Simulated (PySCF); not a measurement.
# TlF at RHF

Level: RHF. PySCF, scalar-relativistic core potentials, basis sets Tl cc-pVDZ-PP with ECP60, F cc-pVDZ.

For TlF, the state is ¹Σ⁺ (singlet), closed shell. The bond length is 2.091 Å. The harmonic wavenumber is 517 cm⁻¹ and the force constant is 2.74 mdyn/Å. The rotational constant Be is 0.2218 cm⁻¹. The anharmonicity ωexe is 2.31 cm⁻¹, the vibration–rotation constant αe is 0.00136 cm⁻¹ and the well depth De to Tl + F is 2.91 eV. The dissociation energy D0 is 2.88 eV, the HOMO–LUMO gap is 11.20 eV and the bond order (Mayer) is 0.63. The dipole moment (positive dipole means Tl(−)F(+)) is -4.17 D.

Spin–orbit coupling is left out, which matters for elements this heavy, above all for dissociation energies. Where the molecule has an RHF reference, its open-shell atoms are computed with UHF. Hartree–Fock leaves out correlation, which carries a large part of most bond energies and some tenths to 1 eV of ionisation energies.
